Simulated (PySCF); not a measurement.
C5H6OP2.
Atom-mapped SMILES: `[CH3:1][O:2][c:3]1[cH:4][p:5][cH:6][cH:7][p:8]1` (hydrogens: H9, H10, H11 on C1; H12 on C4; H13 on C6; H14 on C7)

A GFN2-xTB structure was refined with PBE0-D3(BJ)/def2-SVP geometry optimisation, gas phase in PySCF 2.14.0. Its GFN2-xTB values:

```
 coordinate  GFN2-xTB
      C1–O2   1.404 Å
      C1–H9   1.089 Å
      O2–C3   1.360 Å
      C3–C4   1.384 Å
      C3–P8   1.761 Å
      C4–P5   1.727 Å
     C4–H12   1.086 Å
      P5–C6   1.739 Å
      C6–C7   1.369 Å
     C6–H13   1.085 Å
      C7–P8   1.735 Å
     C7–H14   1.087 Å
   C1–O2–C3    117.8°
   O2–C3–C4    113.6°
   O2–C3–P8    119.4°
   C3–C4–P5    130.3°
   C4–C3–P8    127.0°
   C4–P5–C6    102.4°
   P5–C6–C7    128.0°
   C6–C7–P8    130.3°
C1–O2–C3–C4      179°
```

Q: How do these coordinates change at the PBE0-D3(BJ)/def2-SVP level?

A: 
```
 coordinate  PBE0-D3(BJ)/def2-SVP (Å or °)  change
      C6–C7                          1.383  +0.014
      C3–C4                          1.398  +0.014
      O2–C3                          1.346  -0.014
     C4–H12                          1.098  +0.012
      C3–P8                          1.773  +0.012
     C6–H13                          1.097  +0.012
     C7–H14                          1.098  +0.011
      C1–H9                          1.097  +0.008
      C7–P8                          1.740  +0.005
      C4–P5                          1.725  -0.002
      C1–O2                          1.405  +0.001
      P5–C6                          1.740  +0.001
   C1–O2–C3                          119.3    +1.5
   P5–C6–C7                          127.5    -0.5
   C4–P5–C6                          102.8    +0.4
   C4–C3–P8                          126.5    -0.5
   O2–C3–P8                          119.7    +0.3
   C6–C7–P8                          130.6    +0.3
   C3–C4–P5                          130.5    +0.2
   O2–C3–C4                          113.7    +0.1
C1–O2–C3–C4                           -179      +2
```

The energy falls by 2.8 kJ/mol over 5 energy and gradient evaluations, the largest force component goes from 0.0159 to 4.3e-04 Eh/bohr, and the atoms move by 0.027 Å rms after alignment. Among the bonds, O2–C3, C3–C4 and C6–C7 change most and about equally (-0.014 to +0.014 Å). Bonds longer at the end by more than 0.005 Å: 9 of 14; shorter: 1. Rotational constants go from 2783, 1150, 818.2 to 2757, 1141, 811.2 MHz.

The run used 150 basis functions and 35 SCF cycles in all. The run took 36 s of wall time on one thread, Arm Neoverse V1 (aarch64), no GPU (shared host), and the process peaked at 0.65 GiB of memory.

No PBE0-D3(BJ)/def2-SVP frequencies stand behind this structure, so it isn't proved a minimum. The numbers are those of one conformer.

The values belong to the conformer `[CH3:1][O:2][c:3]1[cH:4][p:5][cH:6][cH:7][p:8]1`: C1–O2–C3–C4 -179°.
